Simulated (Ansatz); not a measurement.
Ansatz (a first-principles code) input (wB97X-V/def2-TZVP):

Ansatz 0.2 input:
```yaml
crystal:
  periodic: [false, false, false]
  atoms:
    - {symbol: Hf, position_ang: [-0.00656911, -0.00108817, 0.00273600]}
    - {symbol: H, position_ang: [0.91572553, -0.48238207, 1.55220429]}
    - {symbol: H, position_ang: [-0.26579710, 1.80843184, -0.37351045]}
    - {symbol: H, position_ang: [-0.17695233, -1.24770164, -1.37568614]}
basis:
  gaussian:
    orbitals: def2-TZVP
hamiltonian:
  xc: {name: wB97X-V}
magnetization: {spin_polarized: true, initial_magnetization: 1}
relax: {f_tol: 0.003, max_steps: 100}
```

End of the output:

```
integrals: 0.04 GiB planned
490 factors; their error is unknown
integrals: 0.07 GiB planned
176 factors; integrals over basis functions are off by at most 2.7e-6 eV
mean field: 0.31 GiB planned
mean field evaluation 96: about -1351.5870 eV, gradient 2.6e-4 eV
mean field -1351.58703688 eV, -49.6699074667 hartree, gradient 2.0e-5 eV, S^2 0.750817; 5 other end points of the search recorded, 0 dependent functions left out
the calculation of the forces begins
reference -1351.58703633 eV, -49.6699074467 hartree; 8, 7 occupied and 50, 51 virtual orbitals, 490 factors
Total energy: -1351.58703633 eV, -49.6699074467 hartree
Atom 0 at     0.041735     0.007235    -0.017000 Å, force    -0.000799    -0.002885    -0.002942 eV/Å
Atom 1 at     0.902971    -0.487929     1.565742 Å, force     0.000224     0.001544     0.000893 eV/Å
Atom 2 at    -0.283963     1.813377    -0.368793 Å, force     0.000579     0.000857     0.001471 eV/Å
Atom 3 at    -0.194336    -1.255423    -1.374205 Å, force    -0.000004     0.000484     0.000578 eV/Å
Dipole moment:    -0.070657    -0.011380     0.029814 e Å
```

The spin state was set by rule; other spins were not relaxed.
